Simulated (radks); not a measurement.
Results of a calculation; reference values are marked as such.
Problem. Coherent X-ray form factor from a spherical all-electron density. Level of theory: non-relativistic Kohn-Sham, BLYP, spin-unpolarised, spherical densities, point nucleus (a radial shooting solver on a logarithmic mesh with Libxc functionals).

| sin(theta)/lambda (1/angstrom) | f0 (electrons) |
|---|---|
| 0.05 | 26.347 |
| 0.1 | 24.760 |
| 0.15 | 22.867 |
| 0.2 | 21.003 |
| 0.25 | 19.246 |
| 0.3 | 17.596 |
| 0.4 | 14.629 |
| 0.5 | 12.186 |
| 0.6 | 10.304 |
| 0.8 | 7.944 |
| 1 | 6.708 |
| 1.25 | 5.730 |
| 1.5 | 4.886 |
| 2 | 3.373 |

The species is in the configuration that NIST lists as its ground one. Which atom or ion scatters so?

Solution. Neutral cobalt, [Ar] 3d7 4s2. Extrapolating in s^2 from the first two rows gives f0(0) = 26.9, near the electron count 27; among species with that count, the fall with angle is slower the higher Z, and the table is that of Z = 27; from so few rows the species is fixed only to a neighbour or two.
